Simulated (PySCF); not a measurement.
# How methods differ on the excitation energy of Mg

Mg [Ne] 3s2 (1S) → Mg [Ne] 3s1 4s1 (3S), as a difference of total energies. Computed with PySCF 2.14 in aug-cc-pCVTZ (8s7p5d3f, 75 functions), with the non-relativistic Hamiltonian (point nucleus). Correlated levels: valence: [Ne] frozen. The calculations carry no spin-orbit coupling.

```json
{"method": "UHF", "excitation energy (eV)": "4.209", "error (eV)": "-0.899"}
{"method": "MP2 (valence)", "excitation energy (eV)": "4.804", "error (eV)": "-0.304"}
{"method": "SCS-MP2 (valence)", "excitation energy (eV)": "4.970", "error (eV)": "-0.138"}
{"method": "CCSD (valence)", "excitation energy (eV)": "5.014", "error (eV)": "-0.094"}
```

Reference: 5.108 eV (measured; NIST levels).

Errors of the correlated levels include the incompleteness of this basis and the frozen core.

With two correlated electrons CCSD is exact in that space.
